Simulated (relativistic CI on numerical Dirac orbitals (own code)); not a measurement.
**Sc³⁺: L2,3 absorption edge**

Computed with this model: Dirac-Coulomb-Breit CI, KLI orbitals optimised for each configuration, QED by a radiative potential, valence Slater integrals scaled by 0.7, multiplet model of core-to-valence dipole absorption; configurations [Ne] 3s2 3p6 → [He] 2s2 2p5 3s2 3p6 3d; 10 K; Lorentzian 0.6 eV and Gaussian 0.3 eV FWHM. Energies are those of the free ion, without screening or charge transfer. The branching ratio is the share of the lower-energy edge in the whole absorption, uncertain by about 0.02 where the edges overlap. S is read from ⟨S²⟩ = S(S + 1).

Field parameters in Wybourne normalisation: D4h B²₀ = −7Ds, B⁴₀ = 21(Dq − Dt), B⁴₄ = 21√(5/14) Dq. The field is a parameter set, without covalency.

Peaks in eV (height, largest 100): 404.2 (20), 405.9 (70), 408.5 (41), 410.1 (100).

Question: Which surroundings give this spectrum?
A. D4h, 10Dq = 12150, Ds = 1070, Dt = 20 cm⁻¹
B. D4h, 10Dq = 12150, Ds = -210, Dt = 20 cm⁻¹
C. D4h, 10Dq = 12150, Ds = 1710, Dt = 20 cm⁻¹
D. D4h, 10Dq = 12150, Ds = -1500, Dt = 20 cm⁻¹

Answer: B. D4h, 10Dq = 12150, Ds = -210, Dt = 20 cm⁻¹, where the ground state has S = 0.00.
